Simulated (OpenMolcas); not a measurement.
A calculation on Cu.

```yaml
Program: OpenMolcas
Method: CASSCF
Basis: ANO-RCC-VQZP [7s6p4d3f2g1h]
Scalar_Hamiltonian: DKH2, point nucleus
Active_space: 11 electrons in 6 orbitals (3d 4s)
State_averaging: 2S+1 = 2 even, 6 roots
Spin-orbit_coupling: RASSI with atomic mean-field integrals over the reference wave functions, term energies averaged over their components
```

(1) Which level of the active space comes out lowest?

(2) How high does 3d9 4s2 2D 3/2 lie?

(3) How high does 3d10 4s 2S 1/2 lie?

## Answers

(1) 3d9 4s2 2D 5/2, with 100 % of that term.

(2) 2005 cm-1 above the lowest level.

(3) 23224 cm-1 above the lowest level.

Without dynamic correlation excited terms often stand tens of per cent too high (terms of higher spin than the ground term too low), and those without a measured partner can miss by more than the paired ones. The lowest computed level is not the ground level that NIST lists (2S1/2). A single d shell beside an s shell can misplace configurations of different d count against each other. Only configurations of the active space appear.
